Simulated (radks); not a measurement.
Spin polarisation of the 6p1 shell in Tl. Start: [Hg] 6p(up 0.5, down 0.5); electrons of 6p are moved from spin down to spin up, other shells keep equal spins. Calculated with a radial shooting solver on a logarithmic mesh with Libxc functionals: scalar-relativistic Kohn-Sham, PBE, spin-polarised, spherical densities, finite nucleus; Fermi nuclear charge, rms radius of each element as measured or else 0.836 A^(1/3) + 0.57 fm.

| moment (Bohr magnetons) | E - E(0) (eV) | e(6p up) (eV) | e(6p down) (eV) | 6s down minus up (eV) | 5d down minus up (eV) |
|---|---|---|---|---|---|
| 0 | 0.000 | -2.372 | -2.372 | 0.000 | 0.000 |
| 0.25 | -0.009 | -2.441 | -2.296 | 0.122 | 0.023 |
| 0.5 | -0.036 | -2.505 | -2.212 | 0.245 | 0.046 |
| 0.75 | -0.083 | -2.562 | -2.114 | 0.367 | 0.068 |
| 1 | -0.150 | -2.615 | -1.977 | 0.491 | 0.091 |

At moment 1 the spin-polarisation energy is -0.150 eV and the 6p exchange splitting 0.638 eV, that is 0.638 eV per Bohr magneton; E = -I m^2/4 would give I = 0.599 eV.
